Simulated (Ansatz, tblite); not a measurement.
Forces on BTBT, `c1ccc2c(c1)sc1c3ccccc3sc21` at its PBE-D4/def2-SVP geometry. The state is a singlet with charge 0.

The xTB rows come from tblite.

GFN2-xTB (tblite), largest force 0.70 eV/Å:

```xyz
24
positions Å, forces eV/Å
C    -2.941   -0.995   -3.237    0.238    0.063    0.223
C    -1.656   -1.392   -3.672   -0.005    0.160    0.355
C    -0.537   -1.202   -2.859   -0.262    0.045    0.010
C    -0.693   -0.606   -1.588   -0.347    0.007   -0.105
C    -2.001   -0.209   -1.162    0.086   -0.234   -0.489
C    -3.124   -0.402   -1.982    0.298   -0.120   -0.164
S    -2.003    0.514    0.447    0.318   -0.171   -0.269
C    -0.270    0.298    0.569    0.362   -0.178   -0.270
C     0.693    0.605    1.588    0.347   -0.007    0.105
C     0.537    1.201    2.859    0.262   -0.045   -0.010
C     1.656    1.392    3.672    0.004   -0.160   -0.355
C     2.941    0.996    3.237   -0.238   -0.064   -0.224
C     3.124    0.402    1.982   -0.298    0.120    0.164
C     2.001    0.209    1.162   -0.085    0.234    0.489
S     2.003   -0.515   -0.447   -0.318    0.171    0.269
C     0.270   -0.299   -0.569   -0.362    0.178    0.270
H    -3.812   -1.153   -3.891    0.557    0.094    0.401
H    -1.537   -1.855   -4.663   -0.084    0.292    0.622
H     0.464   -1.511   -3.197   -0.605    0.206    0.247
H    -4.124   -0.094   -1.645    0.650   -0.183   -0.179
H    -0.464    1.510    3.197    0.605   -0.206   -0.247
H     1.537    1.856    4.662    0.084   -0.293   -0.622
H     3.812    1.153    3.891   -0.557   -0.093   -0.401
H     4.125    0.094    1.645   -0.650    0.182    0.179
```

PBE-D4/def2-TZVP (Ansatz), largest force 0.40 eV/Å:

```
C -0.004 0.017 0.035
C 0.037 0.014 0.047
C -0.041 0.008 0.003
C -0.102 0.013 -0.008
C -0.002 -0.039 -0.086
C 0.055 -0.016 -0.018
S 0.294 -0.145 -0.222
C 0.051 -0.075 -0.149
C 0.102 -0.013 0.008
C 0.041 -0.007 -0.003
C -0.037 -0.015 -0.046
C 0.004 -0.017 -0.035
C -0.055 0.016 0.018
C 0.002 0.039 0.086
S -0.294 0.146 0.221
C -0.051 0.075 0.149
H 0.252 0.043 0.182
H -0.039 0.132 0.281
H -0.276 0.080 0.081
H 0.272 -0.087 -0.098
H 0.277 -0.080 -0.081
H 0.039 -0.133 -0.281
H -0.252 -0.042 -0.183
H -0.272 0.086 0.098
```

r2SCAN-D4/def2-TZVP (Ansatz), largest force 0.62 eV/Å:

```
C 0.026 0.029 0.072
C 0.049 0.035 0.096
C -0.084 0.010 -0.007
C -0.184 0.016 -0.029
C 0.002 -0.089 -0.195
C 0.097 -0.032 -0.038
S 0.456 -0.228 -0.349
C 0.143 -0.147 -0.277
C 0.184 -0.016 0.029
C 0.084 -0.010 0.007
C -0.050 -0.035 -0.096
C -0.026 -0.029 -0.072
C -0.097 0.032 0.039
C -0.002 0.089 0.195
S -0.457 0.228 0.348
C -0.143 0.147 0.277
H 0.443 0.078 0.326
H -0.065 0.234 0.499
H -0.486 0.147 0.155
H 0.491 -0.152 -0.166
H 0.486 -0.146 -0.156
H 0.065 -0.235 -0.499
H -0.443 -0.077 -0.326
H -0.491 0.152 0.167
```
